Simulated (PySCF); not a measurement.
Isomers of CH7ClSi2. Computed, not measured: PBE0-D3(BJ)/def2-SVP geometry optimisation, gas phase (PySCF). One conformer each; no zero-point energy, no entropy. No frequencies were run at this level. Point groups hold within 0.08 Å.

Task: Rank from lowest to highest electronic energy at this level (kcal/mol).
A. `[SiH3:1][SiH2:2][CH2:3][Cl:4]` with Si1–Si2–C3–Cl4 180°
B. `[SiH3]C([SiH3])Cl`
C. `[Si@@H](Cl)([SiH3])C`
D. `[CH3:1][SiH2:2][SiH2:3][Cl:4]` with C1–Si2–Si3–Cl4 -179°

Result: C (0.0), D (2.6), A (41.6), B (43.7).

As drawn, the lowest has an Si–Si bond, which the highest lacks. Neighbours under 2.5 kcal/mol apart ([SiH3][SiH2]CCl and [SiH3]C([SiH3])Cl) can change places with a better method, another conformer or zero-point energy.

| SMILES | E (Eh) | E rel (kcal/mol) | dipole (D) | point group | A, B, C (MHz) |
| --- | --- | --- | --- | --- | --- |
| C[Si@@H]([SiH3])Cl | -1080.75804 | 0.0 | 1.86 | C1 | 3760, 2166, 1524 |
| C[SiH2][SiH2]Cl | -1080.75384 | 2.6 | 2.44 | Cs | 9178, 1327, 1201 |
| [SiH3][SiH2]CCl | -1080.69167 | 41.6 | 1.50 | Cs | 12758, 1097, 1042 |
| [SiH3]C([SiH3])Cl | -1080.68837 | 43.7 | 1.31 | Cs | 3107, 2772, 1575 |
